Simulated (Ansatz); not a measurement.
`[OH][Ge][SH]` + HCl → `[OH][Ge][Cl]` + H₂S at 298.15 K and 1 bar (ligand exchange at a Ge–S bond).

Isolated molecules relaxed with PBE0-D4/def2-TZVP in Ansatz; ΔE leaves out vibrations. CCSD(T)/CBS is the MP2 limit (def2-TZVPP, def2-QZVPP) plus CCSD(T) − MP2 in def2-TZVPP, frozen cores. This one scheme is used for every species. For Ge outer-core shells are correlated without core-valence functions, which leaves a few kJ/mol of doubt a bond. Scalar relativity is left out up to krypton. Each species was taken in one conformer, which may not be the lowest.

```json
{"species": "`[OH][Ge][SH]`", "CCSD(T)/CBS energy (Eh)": "-2550.31266", "H − E (kJ/mol)": "75.3", "S (J/(mol·K))": "301.5"}
{"species": "HCl", "CCSD(T)/CBS energy (Eh)": "-460.38127", "H − E (kJ/mol)": "26.6", "S (J/(mol·K))": "186.8"}
{"species": "`[OH][Ge][Cl]`", "CCSD(T)/CBS energy (Eh)": "-2611.73425", "H − E (kJ/mol)": "51.9", "S (J/(mol·K))": "292.7"}
{"species": "H₂S", "CCSD(T)/CBS energy (Eh)": "-398.97279", "H − E (kJ/mol)": "49.9", "S (J/(mol·K))": "205.7"}
```

H − E and S are ideal-gas, rigid-rotor, harmonic terms from PBE0-D4/def2-TZVP, for one conformer and one mirror image of each species. 1 Eh = 2625.50 kJ/mol, R = 8.31446 J/(mol·K).

Task: By hand: ΔE, ΔH, ΔS and ΔG.

Result: ΔE = (-2611.73425) + (-398.97279) − (-2550.31266) − (-460.38127) = -0.01311 Eh = -34.4 kJ/mol. Δ(H − E) = 51.9 + 49.9 − 75.3 − 26.6 = -0.1, so ΔH = -34.5 kJ/mol. ΔS = 292.7 + 205.7 − 301.5 − 186.8 = 10.1 J/(mol·K). ΔG = -34.5 − 298.15 × (10.1)/1000 = -37.5 kJ/mol.

Task: By hand: the equilibrium constant, and the temperature at which ΔG would vanish if ΔH and ΔS stayed fixed.

Result: log₁₀ K = −ΔG/(RT ln 10) = 6.6. ΔH and −TΔS have one sign here, so there is no such temperature.

The number of gas molecules stays the same, so ΔS is small and ΔH decides. A doubt of 5 kJ/mol in ΔE shifts log₁₀ K by 0.9 here. Other conformers and mirror images would add mixing entropy, several J/(mol·K) or more a flexible species. These are equilibria of isolated gas molecules and say nothing of rates. Largest T1 diagnostic: 0.015 (customary marks: 0.02 for closed shells, 0.045 for open ones).

ΔS is within the doubt of such terms, so its sign, and with it that verdict, could turn.
